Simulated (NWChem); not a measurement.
Species: CrO2Cl2; SMILES [O]=[Cr](=[O])([Cl])[Cl]

All runs: NWChem. Medium grid unless said otherwise, to which SCAN and Minnesota functionals are sensitive. All runs use the structure optimised with PBE0/def2-SVP. Hybrids' shares of exact exchange are those that their runs print; pure functionals count as 0. The functionals differ in more than this share.

```csv
row,share of exact exchange,orbital gap (eV)
TPSS/def2-SVP,0.00,2.71
r2SCAN/def2-SVP,0.00,2.85
B3LYP/def2-SVP,0.20,4.14
B3PW91/def2-SVP,0.20,4.16
PBE0/def2-SVP,0.25,withheld
M05-2X/def2-SVP,0.56,6.95
```

Problem. Fit a straight line of the last column on the one before it, predict the withheld value, and compare with the run.

Solution. 
1. Means of the 5 shown rows: x = 0.192, y = 4.162. Slope Σ(x − x̄)(y − ȳ)/Σ(x − x̄)² = 1.556/0.2093 = 7.437; intercept 2.734.
2. The shown rows scatter about the line by 0.074 (root mean square); the largest residual is +0.12, at r2SCAN/def2-SVP.
3. At x = 0.25 (PBE0/def2-SVP; inside the shown range) the line gives 4.59.
4. The run gives 4.57, -0.02 from the line, 0.3 times the scatter.
